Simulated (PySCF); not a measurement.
# Spin-rotation constants: SMILES C=Cc1ccoc1C(=O)F, C7H5FO2

Molfile (atoms numbered from 1):
```
C7H5FO2
     RDKit          3D

 15 15  0  0  0  0  0  0  0  0999 V2000
    2.4901   -0.4350    0.4637 C   0  0  0  0  0  0  0  0  0  0  0  0
    1.2363   -0.8082    0.2272 C   0  0  0  0  0  0  0  0  0  0  0  0
    0.1409    0.1104    0.0257 C   0  0  0  0  0  0  0  0  0  0  0  0
    0.1500    1.5285    0.0343 C   0  0  0  0  0  0  0  0  0  0  0  0
   -1.1339    1.9216   -0.2050 C   0  0  0  0  0  0  0  0  0  0  0  0
   -1.9424    0.8777   -0.3619 O   0  0  0  0  0  0  0  0  0  0  0  0
   -1.1859   -0.2380   -0.2252 C   0  0  0  0  0  0  0  0  0  0  0  0
   -1.7890   -1.5394   -0.3450 C   0  0  0  0  0  0  0  0  0  0  0  0
   -1.2858   -2.6129   -0.2563 O   0  0  0  0  0  0  0  0  0  0  0  0
   -3.1286   -1.4464   -0.5953 F   0  0  0  0  0  0  0  0  0  0  0  0
    2.7826    0.5997    0.5231 H   0  0  0  0  0  0  0  0  0  0  0  0
    3.2707   -1.1612    0.6070 H   0  0  0  0  0  0  0  0  0  0  0  0
    0.9716   -1.8543    0.1730 H   0  0  0  0  0  0  0  0  0  0  0  0
    0.9921    2.1678    0.1957 H   0  0  0  0  0  0  0  0  0  0  0  0
   -1.5731    2.8976   -0.2828 H   0  0  0  0  0  0  0  0  0  0  0  0
  1  2  2  0
  2  3  1  0
  3  4  1  0
  4  5  2  0
  5  6  1  0
  6  7  1  0
  7  8  1  0
  8  9  2  0
  8 10  1  0
  7  3  2  0
  1 11  1  0
  1 12  1  0
  2 13  1  0
  4 14  1  0
  5 15  1  0
M  END
```

Method: PySCF 2.14.0, GIAO BHandHLYP/pcSseg-1 magnetisability, rotational g tensor and spin-rotation constants, non-relativistic, gas phase. Geometry: GFN2-xTB.

**Question.** Give the nuclear spin-rotation constants along the inertial axes (H = +C I·J) beside the isotropic shieldings.

**Answer.** Rotational constants 2.0184, 1.2052, 0.7546 GHz. A star marks the isotopologue with that one atom substituted, in its own axes.
```tsv
atom	isotope	Caa (kHz)	Cbb (kHz)	Ccc (kHz)	mean (kHz)	σ (ppm)
F10	19F	2.403	3.246	1.059	2.236	164.1
H11	1H	-0.042	0.021	-0.087	-0.036	25.6
H12	1H	-0.151	0.079	-0.085	-0.053	25.9
H13	1H	-0.069	0.061	-0.077	-0.028	24.0
H14	1H	0.185	-0.106	-0.087	-0.003	24.8
H15	1H	-0.225	0.134	-0.080	-0.057	24.2
C1	13C*	0.640	0.583	0.094	0.439	56.9
C2	13C*	0.668	0.618	0.087	0.458	51.2
C3	13C*	0.841	0.585	0.105	0.510	33.9
C4	13C*	0.824	0.411	0.095	0.443	69.7
C5	13C*	0.784	0.559	0.153	0.498	28.6
O6	17O*	-0.705	-0.506	-0.075	-0.429	42.5
C7	13C*	0.716	0.514	0.159	0.463	44.3
C8	13C*	1.078	0.291	0.215	0.528	26.8
O9	17O*	-1.042	-0.669	-0.075	-0.596	-80.6
```
For the geometry as given, no vibrational averaging.
